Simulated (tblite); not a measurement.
Species: C4H5F3O2.
Numbering: `[CH3:1][O:2]/[CH:3]=[CH:4]\[O:5][C:6]([F:7])([F:8])[F:9]` (hydrogens: H10, H11, H12 on C1; H13 on C3; H14 on C4)

Computed with GFN2-xTB (tblite), gas phase: nudged elastic band of 9 images (0 to 8), spring 0.2 eV/Å², climbing image at the end, force threshold 0.05 eV/Å. No saddle search or frequency run followed, so the top image need not be a first-order saddle, and its height can exceed the method's true barrier by a kcal/mol or more.

The band describes a rotation about C6–O5 (CF3 carbon, ether oxygen), followed by the dihedral F9–C6–O5–C4, from the optimised start (-60°) to a second optimised geometry at 61°.

Task: Give the energy profile along the converged band.

Result: 
| image | dihedral (°) | E (eV) | C6–O5 (Å) | F9···C4 (Å) | largest true force (eV/Å) |
| --- | --- | --- | --- | --- | --- |
| 0 | -60 | 0.000 | 1.313 | 2.77 | 0.01 |
| 1 | -49 | 0.010 | 1.314 | 2.69 | 0.03 |
| 2 | -36 | 0.038 | 1.315 | 2.65 | 0.06 |
| 3 | -19 | 0.075 | 1.316 | 2.62 | 0.05 |
| 4 | 2 | 0.092 | 1.316 | 2.61 | 0.04 |
| 5 | 22 | 0.070 | 1.316 | 2.62 | 0.05 |
| 6 | 39 | 0.034 | 1.315 | 2.65 | 0.05 |
| 7 | 51 | 0.009 | 1.314 | 2.70 | 0.03 |
| 8 | 61 | 0.000 | 1.313 | 2.77 | 0.01 |

Barriers of this band. The top is image 4 at 2°: 0.09 eV in either direction, as the ends lie within 0.002 eV of each other (their dihedrals are equal and opposite within 4°). The central bond is 0.003 Å longer at the top than at the start.

Task: What rate follows at 350 K for crossing this barrier forward?

Result: Taking the electronic barrier for the free energy of activation (no zero-point or entropy terms, transmission 1), rate = (kT/h)·exp(−ΔE/kT) ≈ 3 × 10^11 s⁻¹, whose inverse is 3 × 10^-12 s. An error of 1 kcal/mol in the barrier changes this by a factor of 4, and the method and the loose band can each miss by that much or more. The barrier is only 3.0 kT, where transition-state theory is rough.

Task: How long is the path, and how are the images spaced?

Result: Cartesian distances between aligned neighbours (all atoms, Å): 0.50, 0.52, 0.53, 0.52, 0.53, 0.52, 0.51, 0.46; the sum is 4.08 Å, and the top lies 50 % of the way along.

What follows is the cost of the whole band run. Hardware: one thread of an Arm Neoverse V1 (shared host). Cost: 2.9 s of wall time, 0.18 GiB resident at most.
